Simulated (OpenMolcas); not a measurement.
Computed transition rates of Pr2+

```yaml
Program: OpenMolcas
Method: CASSCF
Basis: ANO-RCC-VTZP [8s7p5d3f2g1h]
Scalar_Hamiltonian: DKH2, point nucleus
Active_space: 3 electrons in 7 orbitals (4f)
State_averaging: 2S+1 = 4 odd, 35 roots; 2S+1 = 2 odd, 112 roots (105 in the spin-orbit step)
Spin-orbit_coupling: RASSI with atomic mean-field integrals over the reference wave functions, term energies averaged over their components
```

Rates come from the transition moments of the reference wave functions (E1 and E2 in the length form). At fixed line strength A goes as λ^-3 for E1 and M1 and as λ^-5 for E2, so a rate at the computed wavelength can be rescaled to the measured one. Measured vacuum wavelengths follow from level energies in Martin, Zalubas and Hagan, Atomic Energy Levels: The Rare-Earth Elements, NSRDS-NBS 60 (1978); the list in Maison, Palmeri and Quinet, J. Phys. B 58, 015001 (2025). Branching counts decays inside the model space alone, at computed energies, and the table is only a selection of the E2 and M1 lines, drawn from those between levels with measured partners whose computed energy lies within a factor of 1.5 of the measured one.

```tsv
Upper	Lower	Type	λ computed (nm)	λ measured (nm)	A computed (s-1)	A rescaled (s-1)	Branching %
4f3 4F* 7/2	4f3 4F* 5/2	M1	12900	13870	1.88e-02	1.51e-02	67.5
4f3 4F* 5/2	4f3 4F* 3/2	M1	12790	13030	2.01e-02	1.90e-02	100.0
4f3 4I* 11/2	4f3 4I* 9/2	M1	6819	7151	1.34e-01	1.16e-01	100.0
4f3 4S* 3/2	4f3 4F* 3/2	M1	6656	6331	1.26e-03		96.6
4f3 4I* 13/2	4f3 4I* 11/2	M1	6219	6690	2.03e-01	1.63e-01	100.0
4f3 4I* 15/2	4f3 4I* 13/2	M1	5831	6408	1.63e-01	1.23e-01	100.0
4f3 4F* 9/2	4f3 2H* 9/2(1)	M1	4264	5784	8.64e-02		32.6
4f3 2P* 1/2	4f3 4S* 3/2	M1	968.9	1291	5.68e-01		87.3
4f3 2D* 5/2(1)	4f3 4F* 7/2	M1	954.5	1221	8.30e-01		75.6
4f3 2L* 17/2	4f3 2K* 15/2	M1	833.6	1136	3.80e-01		91.6
4f3 2H* 9/2(1)	4f3 4I* 11/2	M1	825.6	1158	6.94e-01		42.3
4f3 2I* 13/2	4f3 2K* 13/2	M1	793.9	1075	2.68e-01		37.0
4f3 2H* 11/2(1)	4f3 4I* 13/2	M1	772.5	1042	7.62e-01		62.4
4f3 2H* 9/2(1)	4f3 4I* 9/2	M1	736.5	996.7	9.46e-01		57.7
4f3 2H* 11/2(2)	4f3 4G* 11/2	M1	729	935.3	5.52e-01		30.1
4f3 4F* 9/2	4f3 4I* 11/2	M1	691.7	964.9	8.56e-02		32.3
4f3 2H* 9/2(2)	4f3 4G* 7/2	M1	660.5	866.8	3.72e-01		30.8
4f3 4F* 9/2	4f3 4I* 9/2	M1	628	850.2	7.83e-02		29.5
4f3 2K* 15/2	4f3 4I* 15/2	M1	578.7	758.2	1.06e+00		59.9
4f3 2K* 13/2	4f3 4I* 13/2	M1	576.4	757.8	4.12e-01		37.9
4f3 2K* 13/2	4f3 4I* 11/2	M1	527.5	680.7	6.70e-01		61.6
4f3 2K* 15/2	4f3 4I* 13/2	M1	526.4	678	6.52e-01		36.9
4f3 4G* 7/2	4f3 4I* 11/2	E2	495.7	712	2.05e-01	3.35e-02	48.7
4f3 4G* 5/2	4f3 4I* 9/2	E2	486.9	704.9	2.66e-01	4.18e-02	87.9
4f3 2I* 11/2	4f3 4I* 9/2	M1	311.2	410.5	1.80e-01		30.1
```

Spin-changing lines and M1 lines between different terms are not rescaled, since their strength hangs on the term gaps too.

The largest correction is for 4f3 4G* 5/2 → 4f3 4I* 9/2 (E2): 2.66e-01 × (486.9 / 704.9)^5 = 4.18e-02 s-1, a factor of 0.16.

The computed rate and branching of 4f3 4I* 11/2 → 4f3 4I* 9/2 give the upper level a radiative lifetime of 1.000 / 1.34e-01 s-1 = 7.46e+00 s, counting decays inside the model space alone. The rescaled rate gives about 8.6e+00 s.

The computed order of these levels differs from the measured one in 3 places, and where term gaps are wrong the rates of spin-changing lines can be off by large factors.

These are rates of the free ion; in crystals, glasses and complexes forced electric-dipole and non-radiative decay shorten such lifetimes by orders of magnitude. No measured rate stands beside these. Rescaling mends the energy factor alone: line strengths can still be far off where a level mixes with configurations outside the active space, and weak or spin-changing lines hang on small mixing coefficients that depend on the term gaps too, so rescaling need not improve them.

High states are left out of the spin-orbit mixing, which shifts the levels that they would mix with. Without dynamic correlation excited terms often stand tens of per cent too high (terms of higher spin than the ground term too low), and those without a measured partner can miss by more than the paired ones. Some levels mix across a computed gap that differs much from the measured one, so their mixing is not that of the real levels. Measured partners are found by configuration, term and J. A level has none where our copy of the source lacks it or the pairing is in doubt (some pairs that miss far off the trend of their configuration count as doubtful). Only configurations of the active space appear.

A number in round brackets counts repeated terms of one configuration in the order of the reference energies. * marks odd parity.
